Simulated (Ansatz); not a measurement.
```yaml
crystal:
  periodic: [false, false, false]
  atoms:
    - {symbol: N, position_ang: [-2.508687, -1.027098, 1.174956]}
    - {symbol: C, position_ang: [-1.696485, -0.698706, 0.768915]}
    - {symbol: Si, position_ang: [-0.039179, 0.378491, 0.390318]}
    - {symbol: C, position_ang: [0.924732, -0.257741, -0.582769]}
    - {symbol: S, position_ang: [-0.168579, 1.065603, -1.597865]}
    - {symbol: H, position_ang: [-0.022845, 1.323145, 1.403721]}
    - {symbol: H, position_ang: [1.104695, -1.115510, -1.162752]}
    - {symbol: H, position_ang: [2.190203, 0.170694, -0.797914]}
basis:
  gaussian: {orbitals: aug-cc-pVDZ, fitting: {mean_field: cc-pVTZ-jkfit}}
magnetization: {spin_polarized: true, initial_magnetization: 2}
hamiltonian: {xc: {name: r2SCANh}, dispersion: d3bj}
relax: {f_tol: 0.0001, max_steps: 2}
output: {forces: true}
```

```sh
$ ansatz run in.yaml --threads 2 --pin off --events-out ev --progress --plain --max-ram 4352MiB
```

Problem. How does Ansatz answer? (Estimate.)

Solution. Ansatz gave: The run did not converge.
```
Warning: the engine holds no damping parameters fitted to this dispersion correction and functional, so the run takes those fitted to r2scanh beside the three-body term, which d3bj leaves out (hamiltonian.dispersion, under Limitations)
Functional definition: r2SCANh
569 factors; integrals over basis functions are off by at most 2.4e-1 eV
mean field evaluation 1: about -22294.3789 eV, gradient 5.9e1 eV
mean field evaluation 2: about -22246.7974 eV, gradient 9.8e1 eV
mean field evaluation 4: about -22310.2175 eV, gradient 1.3e1 eV
mean field evaluation 8: about -22311.1560 eV, gradient 2.5e-1 eV
mean field evaluation 16: about -22311.1551 eV, gradient 2.0e-3 eV
mean field -22311.15514431 eV, -819.9198285091 hartree, gradient 6.4e-5 eV, S^2 2.008456; 2 other end points of the search recorded, 0 dependent functions left out
reference -22311.15518433 eV, -819.9198299798 hartree; 27, 25 occupied and 123, 125 virtual orbitals, 569 factors
relax step   1: F+E_penalty+E_count = -22311.22082749 eV  Δ(F+E_penalty+E_count) = +0.000e0 eV  max|allowed force component| = 4.086e1 eV/Å  Δτ_max = 0.0000 Å  (48 SCF iters, accepted)
569 factors; integrals over basis functions are off by at most 2.6e-1 eV
mean field evaluation 32: about -22317.5317 eV, gradient 1.2e-3 eV
mean field -22317.53166892 eV, -820.1541614665 hartree, gradient 1.6e-5 eV, S^2 2.010152; 0 other end points of the search recorded, 0 dependent functions left out
reference -22317.53170473 eV, -820.1541627823 hartree; 27, 25 occupied and 123, 125 virtual orbitals, 569 factors
relax step   2: F+E_penalty+E_count = -22317.59569044 eV  Δ(F+E_penalty+E_count) = -6.375e0 eV  max|allowed force component| = 8.028e0 eV/Å  Δτ_max = 0.1680 Å  (53 SCF iters, accepted)
Error: geometry relaxation did not converge after 2 steps: max|allowed force component| = 8.03e0 eV/Å (threshold 1.0e-4). Raise `relax.max_steps` over both its present limit and 2, loosen `relax.f_tol`, or start from a geometry closer to equilibrium. Where this run's directory can be resumed (`checkpoint.write`), a resume goes on for up to `relax.max_steps` more
```
